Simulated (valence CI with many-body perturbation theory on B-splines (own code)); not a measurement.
Ca XV in brief

Level of theory: relativistic CI+MBPT: four valence electrons over a frozen Dirac-Fock core [He], radial functions for each j: 11 s, 11 p, 10 d, 8 f, 5 g, 2 h, with the one-electron correlation potential Σ1 (screened to all orders), the two-electron term Σ2, the three-electron term Σ3, Breit, model QED; selected single and double excitations, second order for the rest, scaled by the run's own slope (own B-spline code, finite nucleus).

No measured levels were compared; by estimate levels of excited configurations hold to 0.05 to 0.15 % of their energy, terms of the ground configuration to about 0.5 %. Among the levels kept, up to 880 cm⁻¹ of a level comes from second order outside the variational space, and about a tenth of that is noise between levels of different J, which matters for small intervals.

Rates and lifetimes use the calculated energies. Strong lines usually hold to 10 to 20 %, long lifetimes can be off by a factor of two.

Problem. What is the ground level?

Solution. 2s²2p² ³P_0, composition 96 % 2s²2p² ³P + 3 % 2s²2p² ¹S.

Problem. Among levels below 47.498 Ry, which E1 lines absorb most strongly from the ground level?

Solution. to 2s²2p3d ³D°_1 at 2.271 nm, f = 1.21; to 2s2p²3p ³D°_1 at 2.201 nm, f = 0.229; to 2s2p³ ³D°_1 at 20.09 nm, f = 0.0749.

Problem. Name the longest-lived excited levels whose lifetime is computed, and their main decay.

Solution. 2s²2p² ³P_2 at 0.327 Ry lives 12.6 ms, mostly by M1 to 2s²2p² ³P_1; 2s²2p² ³P_1 at 0.160 Ry lives 10.6 ms, mostly by M1 to 2s²2p² ³P_0; 2s²2p² ¹D_2 at 0.991 Ry lives 720 μs, mostly by M1 to 2s²2p² ³P_2.

Problem. Where does the other parity begin?

Solution. At 2s2p³ ⁵S°_2, 2.513 Ry.

Problem. How is the term ³P of the ground level split?

Solution. J = 0 at 0.000, J = 1 at 0.160, J = 2 at 0.327 Ry.
